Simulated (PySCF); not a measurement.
Vertical excitations of a molecule CH8FNSi2 from TDDFT-PBE/def2-SVPD run with PySCF 2.14.0, as energy in eV (oscillator strength): 6.02 (0.012), 6.18 (0.023), 6.41 (0.004), 6.48 (0.048), 6.72 (0.094), 6.81 (0.007), 6.88 (0.015), 7.07 (0.004), 7.46 (0.013), 7.50 (0.018). Lowest triplet (TDA): 5.68 eV. Geometry optimised at B3LYP-D3(BJ)/def2-SVP. Other conformers were not sampled.

Pick the molecule that these values belong to.
A) CN([SiH3])[SiH2]F
B) NC[SiH2][SiH2]F
C) CN[SiH2][SiH2]F
D) C[Si@@](N)(F)[SiH3]

D, C[Si@@](N)(F)[SiH3]
